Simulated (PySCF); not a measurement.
ZrF₄, SMILES [F][Zr]([F])([F])[F], multiplicity 1. Coordinates come from a PBE-D3(BJ)/def2-SVP optimisation. The spin state was assumed, not searched. The isomer is the one that the SMILES or the coordinates give; other isomers of the formula were not compared. The def2 effective core potentials stand for the cores of Zr; spin–orbit coupling is left out.

Computed equilibrium geometry at PBE-D3(BJ)/def2-SVP (PySCF confirms it by a frequency run) as a Z-matrix, and its point group:
point group Td.
```
Zr
F 1 1.9086
F 1 1.9086 2 109.47
F 1 1.9086 2 109.47 3 -120.00
F 1 1.9086 2 109.47 3 120.00
```
Charge 0, spin multiplicity 1.
